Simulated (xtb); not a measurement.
Species: H6AlClSi2, SMILES `[SiH3][Al]([SiH3])[Cl]` (charge 0, multiplicity 1).

**Question.** Give a relaxed geometry from xtb with GFN2-xTB.

**Answer.** the end point of this relaxation (outside a Z-matrix the atoms follow the SMILES, hydrogens last).
Z-matrix (Å, degrees):
```
Al
Cl 1 2.0452
Si 1 2.4357 2 113.43
H 3 1.4784 1 116.45 2 167.88
H 3 1.4814 4 104.19 1 -126.16
H 3 1.4819 4 104.49 5 -108.85
Si 1 2.4365 2 114.08 3 -179.95
H 7 1.4793 1 115.84 2 139.20
H 7 1.4809 8 103.85 1 -127.10
H 7 1.4818 8 104.53 9 -109.00
```
